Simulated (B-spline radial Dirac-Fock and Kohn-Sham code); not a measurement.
# Scattering functions of Pb³⁷⁺

System: Pb³⁷⁺, configuration [Kr] 4d9.

These are calculated numbers from a radial atomic solver; the model is Dirac-Fock densities. f₀ is the Fourier transform of the spherical electron density, S the Waller-Hartree incoherent function, and s = sin θ/λ. The electron scattering factor follows from the Mott-Bethe formula f_e = 0.023934 Å⁻¹·(Z − f₀)/s².

```tsv
s (Å⁻¹)	f₀	S	f_e (Å)
0	45.000	0.000	–
0.05	44.939	0.050	354.808
0.06	44.912	0.072	246.573
0.08	44.844	0.128	138.953
0.09	44.802	0.162	109.912
0.12	44.650	0.287	62.079
0.14	44.524	0.389	45.762
0.17	44.302	0.570	31.221
0.21	43.941	0.861	20.655
0.25	43.511	1.205	14.739
0.31	42.744	1.811	9.777
0.38	41.679	2.635	6.683
0.46	40.270	3.698	4.720
0.56	38.281	5.150	3.337
0.68	35.675	6.979	2.398
0.82	32.514	9.119	1.761
1	28.567	11.754	1.279
1.22	24.327	14.728	0.927
1.49	20.318	18.029	0.665
1.81	17.117	21.458	0.474
2.2	14.584	24.867	0.333
2.68	12.179	28.028	0.233
3.26	9.573	30.874	0.163
```

f₀ starts at the number of electrons, 45, and has fallen to half at s ≈ 1.34 Å⁻¹. The sum of ⟨r²⟩ over the electrons is 3.321 bohr². For an ion f_e diverges as s goes to zero, because of the net charge.
